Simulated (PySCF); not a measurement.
Molecule: 2-Methylpyridine (Cc1ccccn1, C6H7N).

Structure with atom numbers: `[CH3:1][c:2]1[cH:3][cH:4][cH:5][cH:6][n:7]1`. Hydrogens are named by the atom that carries them.

Geometry PBE0-D3(BJ)/def2-SVP throughout; GIAO in PySCF, gas phase, one conformer, non-relativistic; equivalent atoms averaged; basis pcSseg-1.

For orientation, BP86 gives these shifts δ (against TMS, NH3 at the same level): C2 161.1, C6 152.2, C3 125.8, C5 123.4, C1 27.6, N7 354.7, H(C4) 7.45, H(C3) 7.08, H(C1) 2.62 ppm.

A run gave: C2 153.8, C6 146.1, C3 121.0, C5 118.4, C1 26.8, N7 337.3, H(C4) 7.55, H(C3) 7.14, H(C1) 2.62 ppm (shifts δ (against TMS, NH3 at the same level)).

Question: Which functional was used in that run?
A. wB97X-D
B. OPBE
C. PBE0
D. HF
E. PBE

Answer: B. C2 tells them apart best: OPBE gives 153.8, wB97X-D gives 165.3, PBE0 gives 163.7, PBE gives 160.9, HF gives 169.1 ppm.
